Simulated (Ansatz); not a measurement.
Job for Ansatz (an electronic-structure program): R-CCSD(T)/cc-pVQZ on BH (SMILES [BH]), 2S+1 = 1, a spin state set in the input, which need not be the lowest, at the other state's geometry.

Ansatz 0.2 input:
```yaml
crystal:
  periodic: [false, false, false]
  atoms:
    - {symbol: B, position_ang: [-0.00000000, -0.00000000, -0.19866434]}
    - {symbol: H, position_ang: [0.00000000, 0.00000000, 0.99332168]}
basis:
  gaussian:
    orbitals: cc-pVQZ
magnetization: {spin_polarized: false}
correlation: {method: ccsd_t, electrons: outside_noble_gas}
scf: {omitted_lower_state_checks: [cluster_reference]}
```

It printed:

```
WARN ansatz: RAYON_NUM_THREADS=2 ignored (pool sized by the plan → 2); use --threads N
Functional definition: HF
these checks for a lower state are left out or cut short: cluster_reference
integrals: 0.07 GiB planned
506 factors; integrals over basis functions are off by at most 9.0e-4 eV
mean field: 0.08 GiB planned
mean field evaluation 1: about -683.4728 eV, gradient 7.6e0 eV
mean field evaluation 2: about -683.4726 eV, gradient 7.6e0 eV
mean field evaluation 4: about -683.8475 eV, gradient 4.9e-1 eV
mean field evaluation 8: about -683.8501 eV, gradient 3.5e-4 eV
mean field -683.85006195 eV, -25.1310262463 hartree, gradient 1.9e-6 eV, S^2 0.000000; 0 other end points of the search recorded, 0 dependent functions left out; unrestricted orbitals would lower it
1 core orbitals not correlated
reference -683.85006195 eV, -25.1310262463 hartree; 2, 2 occupied and 82, 82 virtual orbitals, 506 factors
second order -2.12289362 eV of doubles, -0.00000000 eV of singles
coupled cluster: 0.18 GiB planned
cycle   1  -2.48113024 eV  change   -3.6e-1 eV  update   6.1e-2
cycle   2  -2.73280170 eV  change   -2.5e-1 eV  update   3.3e-2
cycle   3  -2.74985355 eV  change   -1.7e-2 eV  update   1.0e-2
cycle   4  -2.75421894 eV  change   -4.4e-3 eV  update   3.5e-3
cycle   5  -2.75389786 eV  change    3.2e-4 eV  update   1.3e-3
cycle   6  -2.75395902 eV  change   -6.1e-5 eV  update   4.6e-4
cycle   7  -2.75422830 eV  change   -2.7e-4 eV  update   1.3e-4
cycle   8  -2.75420846 eV  change    2.0e-5 eV  update   3.0e-5
cycle   9  -2.75419700 eV  change    1.1e-5 eV  update   7.4e-6
cycle  10  -2.75420171 eV  change   -4.7e-6 eV  update   2.0e-6
perturbative correction -0.05947483 eV, -0.0021856598 hartree
Total energy: -686.66373848 eV, -25.2344269519 hartree
Checks for a lower state left out: cluster_reference
```

The run converged.

Cost: very roughly 1.3 core-seconds.
